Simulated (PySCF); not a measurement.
**Polarisability and C₆ of As (arsenic, neutral)**

[Ar] 3d10 4s2 4p3, high-spin 4S determinant. Calculation: PySCF 2.14, in aug-cc-pVTZ-PP with one added diffuse shell each of s, d, f type with ECP10MDF (7s5p5d3f, 68 functions); scalar relativity through the core potential. Coupled (time-dependent) response in atomic units; α is the mean over directions.

```csv
method,mean α (bohr³),C₆ (like pair),S(−4)
UHF,30.34,256.3,267.1
PBE,33.92,288.9,402.7
PBE0,32.08,271.4,332.7
BP86,33.91,289.4,396.5
PBEsol,33.65,286.6,390.1
```

S(−4) is the Cauchy moment in α(ω) = α(0) + S(−4) ω² + …

Reference α: 30 ± 1 bohr³ (recommended; Schwerdtfeger and Nagle, table of static dipole polarizabilities (2023 update)). Published C₆: 246.0 (Chu and Dalgarno (2004); Tang, Norbeck and Certain (1976)).

α(iu) at UHF:

| u (hartree) | α(iu) (bohr³) |
| --- | --- |
| 0 | 30.34 |
| 0.0500 | 29.69 |
| 0.100 | 27.95 |
| 0.200 | 22.90 |
| 0.300 | 17.95 |
| 0.500 | 11.02 |
| 0.750 | 6.525 |
| 1.00 | 4.252 |
| 1.50 | 2.214 |
| 2.00 | 1.368 |
| 3.00 | 0.6839 |
| 5.00 | 0.2774 |

Energies and moments cover only the electrons outside the core potential.
